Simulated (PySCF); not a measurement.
Compound: 4-chloronortricyclene, C7H9Cl.
SMILES: `Cl[C@]12C[C@@H]3[C@H](C1)[C@@H]3C2`

All values: PBE0/def2-SVPD (PySCF, non-relativistic), on one gas-phase PBE0-D3(BJ)/def2-SVP geometry that isn't relaxed in the solvent. The solvent is an IEF-PCM continuum (Bondi radii, 1.10 Å for H, scaled by 1.2), and excitations are vertical TDDFT with non-equilibrium linear response and a frozen core. The model holds no explicit solvent molecules, cavitation or dispersion.

Gas-phase singlets (H = HOMO, L = LUMO):

```csv
state,E (eV),λ (nm),f,leading configurations
S1,7.352,169,0.000,H→L 87%
S2,7.353,169,0.000,H-1→L 87%
S3,7.428,167,0.000,"H-2→L 66%, H-2→L+1 13%, H-1→L 10%"
S4,7.429,167,0.000,"H-3→L 67%, H-3→L+1 13%, H→L 10%"
S5,7.897,157,0.043,"H-2→L+1 68%, H-2→L 19%, H-1→L+1 10%"
```

**Question.** How does the list change in acetonitrile (ε = 35.69)?

**Answer.** 
```tsv
state	E (eV)	λ (nm)	f	leading configurations	change by rank (eV)
S1	7.313	170	0.001	H→L 97%	-0.039
S2	7.314	170	0.001	H-1→L 97%	-0.039
S3	7.491	166	0.001	H-2→L 78%, H-2→L+1 14%	+0.063
S4	7.492	165	0.001	H-3→L 78%, H-3→L+1 14%	+0.063
S5	7.753	160	0.000	H→L+1 95%	-0.144
```

**Question.** What are the lowest 5 singlets in water (ε = 78.36)?

**Answer.** 
```csv
state,E (eV),λ (nm),f,leading configurations,change by rank (eV)
S1,7.311,170,0.001,H→L 96%,-0.041
S2,7.312,170,0.001,H-1→L 96%,-0.041
S3,7.492,165,0.001,"H-2→L 79%, H-2→L+1 13%",+0.064
S4,7.493,165,0.001,"H-3→L 79%, H-3→L+1 13%",+0.064
S5,7.746,160,0.000,H→L+1 95%,-0.151
```

**Question.** How do the frontier levels move from gas to water?

**Answer.** 
| orbital | gas (eV) | solvent (eV) | change (eV) |
| --- | --- | --- | --- |
| LUMO+2 | 1.55 | 1.70 | +0.15 |
| LUMO+1 | 0.98 | 0.86 | -0.12 |
| LUMO | 0.51 | 0.63 | +0.12 |
| HOMO | -8.04 | -7.84 | +0.20 |
| HOMO-1 | -8.04 | -7.84 | +0.20 |
| HOMO-2 | -8.18 | -8.31 | -0.13 |
| HOMO-3 | -8.18 | -8.31 | -0.13 |

The HOMO–LUMO gap goes from 8.55 to 8.47 eV. Rows go by rank; for LUMO and LUMO+2 the atom shares or the degeneracy differ between the runs, so the row needn't follow one orbital.

Time: 77 s of wall time. Hardware: Arm Neoverse N1, one thread (shared host). This is the whole response run at PBE0/def2-SVPD in water, SCF included.
